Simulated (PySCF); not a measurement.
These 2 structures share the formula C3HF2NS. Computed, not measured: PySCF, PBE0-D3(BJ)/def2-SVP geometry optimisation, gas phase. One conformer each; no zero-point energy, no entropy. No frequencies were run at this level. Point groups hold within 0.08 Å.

Question: Order them by energy at this level, lowest first, and give relative energies in kcal/mol.
A. `Fc1csc(F)n1`
B. `Fc1c(F)scn1`

Answer: A (0.0), B (10.4).

```tsv
SMILES	E (Eh)	E rel (kcal/mol)	dipole (D)	point group	A, B, C (MHz)
Fc1csc(F)n1	-766.60880	0.0	2.54	Cs	4247, 1950, 1336
Fc1ncsc1F	-766.59224	10.4	2.49	Cs	3374, 2499, 1436
```

***

Isomers of C6H6. The calculation used PBE0-D3(BJ)/def2-SVP geometry optimisation, gas phase in PySCF 2.14.0. One conformer each; no zero-point energy, no entropy. No frequencies were run at this level. Point groups hold within 0.08 Å.

Question: Rank from lowest to highest electronic energy at this level (kcal/mol).
A. `C1=CC=CC=C1`
B. `CC#CC#CC` (2,4-hexadiyne)

Answer: A (0.0), B (79.0).

As drawn, the lower has an aromatic ring, which the higher lacks; the higher has a C≡C bond, which the lower lacks.

| SMILES | E (Eh) | E rel (kcal/mol) | dipole (D) | point group | A, B, C (MHz) |
| --- | --- | --- | --- | --- | --- |
| c1ccccc1 | -231.81149 | 0.0 | 0.00 | D6h | 5695, 5694, 2847 |
| CC#CC#CC | -231.68555 | 79.0 | 0.00 | D3d | 79151, 1107, 1107 |
